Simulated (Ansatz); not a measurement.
A structure relaxed at r2SCAN-D4/def2-SVP in Ansatz, charge 0, singlet:

```xyz
15

Hf    0.764   -1.227    1.417
O     1.303   -0.558    3.144
O     1.335   -3.042    1.089
O     1.242    0.047   -0.071
S    -1.549   -0.867    0.943
Hf   -0.810    0.700   -0.958
O    -2.538    1.521   -1.211
O    -0.461   -0.216   -2.633
O     0.285    2.359   -0.752
H     1.387   -0.278    4.056
H     1.449   -3.962    0.849
H     1.754    0.863   -0.186
H    -3.443    1.822   -1.132
H    -0.721   -0.403   -3.537
H     0.003    3.240   -1.018
```

(1) Give its formula, name or SMILES.

(2) Summarise the bond lengths by kind (pairs closer than 1.2 times the sum of covalent radii, bridged metal pairs left out).

Answers

(1) [(OH)3Hf]2S (Hf₂SO₆H₆).

(2) 7 × Hf–O 1.93 to 2.33 Å; 2 × Hf–S 2.39 to 2.57 Å; 6 × H–O 0.96 to 0.97 Å.

In the def2 sets Hf takes a core potential; there is no spin–orbit coupling.
